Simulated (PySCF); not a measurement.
Be (beryllium, neutral) across methods

[He] 2s1 2p1, high-spin 3P determinant (an excited configuration). All numbers are calculated (PySCF 2.14, no relativity, point nucleus, in dyall-av3z (15s9p4d2f, 76 functions)). The B2PLYP total includes its PT2 part (frozen core); its orbital energies are those of the SCF part.

| method | E (hartree) | mean ε 1s β (eV) | mean ε 2s α (eV) | mean ε 2p α (eV) | Σ⟨r²⟩ (bohr²) | ⟨S²⟩ |
| --- | --- | --- | --- | --- | --- | --- |
| LDA | -14.3590 | -105.25 | -6.568 | -3.073 | 19.03 | 2.000 |
| PBE | -14.5453 | -106.51 | -6.591 | -3.129 | 18.75 | 2.000 |
| MN15 | -14.5710 | -112.43 | -7.883 | -3.690 | 20.32 | 2.000 |
| CAM-B3LYP | -14.5594 | -113.33 | -8.928 | -5.188 | 18.35 | 2.000 |
| r2SCAN | -14.5708 | -108.85 | -6.835 | -3.272 | 18.41 | 2.000 |
| UHF | -14.51365 | -128.54 | -10.781 | -6.689 | 18.29 | 2.000 |
| LC-wPBE | -14.5589 | -112.42 | -10.515 | -6.578 | 17.99 | 2.000 |
| PBE0 | -14.5527 | -112.18 | -7.715 | -4.062 | 18.47 | 2.000 |

(1) Estimate the same row for B2PLYP.

Answers

(1) E (hartree) = -14.5573; mean ε 1s β (eV) = -118.56; mean ε 2s α (eV) = -8.679; mean ε 2p α (eV) = -4.902; Σ⟨r²⟩ (bohr²) = 18.36; ⟨S²⟩ = 2.000.
